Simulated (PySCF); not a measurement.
Ionisation energy of Bi⁶³⁺ by level of theory

Bi⁶³⁺ [Ar] 3d2 (3F) → Bi⁶⁴⁺ [Ar] 3d1 (2D), as a difference of total energies. All numbers are calculated (PySCF 2.14, the spin-free X2C one-electron Hamiltonian (Gaussian nucleus), in an uncontracted even-tempered set (17 s from 18 bohr⁻², ratio 2.5; 13 p from 24 bohr⁻², ratio 2.5; 7 d from 24 bohr⁻², ratio 2.5; 4 f from 84 bohr⁻², ratio 2.7; 3 g from 130 bohr⁻², ratio 2.7)). Correlated levels: outer shells: [Ne] frozen; virtual orbitals above 40 to 60 times the deepest correlated orbital energy dropped. The calculations carry no spin-orbit coupling.

```tsv
method	ionisation energy (eV)
UHF	6908.6
LDA	6905.6
PBE	6907.4
PBE0	6908.1
r2SCAN	6910.4
BP86	6908.1
B3LYP	6908.6
MP2 (outer shells)	6908.2
SCS-MP2 (outer shells)	6908.2
```

Spin-orbit coupling is strong in these open shells (close to jj coupling). The scalar numbers leave it out and a first-order estimate fails, so it can dominate the gap to the real levels.

Breit and QED terms and the two-electron picture change are absent.

For comparison: 6977 ± 19 eV (theoretical estimate listed by NIST; NIST Atomic Spectra Database, ionization energies).
